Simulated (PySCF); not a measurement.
Ga(Cl)(SH)2 (ClGaH₂S₂), SMILES [Ga]([SH])([SH])[Cl].

Coordinates come from a PBE-D3(BJ)/def2-SVP optimisation. The values are those of a single conformer.

Level of theory: PBE-D3(BJ)/def2-SVP (PySCF).

Frequencies are harmonic and unscaled.

```
mode  ν (cm⁻¹)  IR (km/mol)  moving atoms (share of kinetic energy)
----  --------  -----------  --------------------------------------
1          106          7.1                 S 67 %, Ga 18 %, Cl 8 %
2          110          3.1                Cl 47 %, S 35 %, Ga 16 %
3          124          6.2                Ga 59 %, S 29 %, Cl 12 %
4          186          0.0                                  H 98 %
5          253         28.4                                  H 94 %
6          338          0.0                         S 75 %, Cl 23 %
7          429         47.0                         S 53 %, Ga 42 %
8          433         66.3                Cl 48 %, Ga 40 %, S 12 %
9          667         12.1                                  H 93 %
10         702          0.2                                  H 93 %
11        2614          3.3                                  H 97 %
12        2616          0.3                                  H 97 %
```
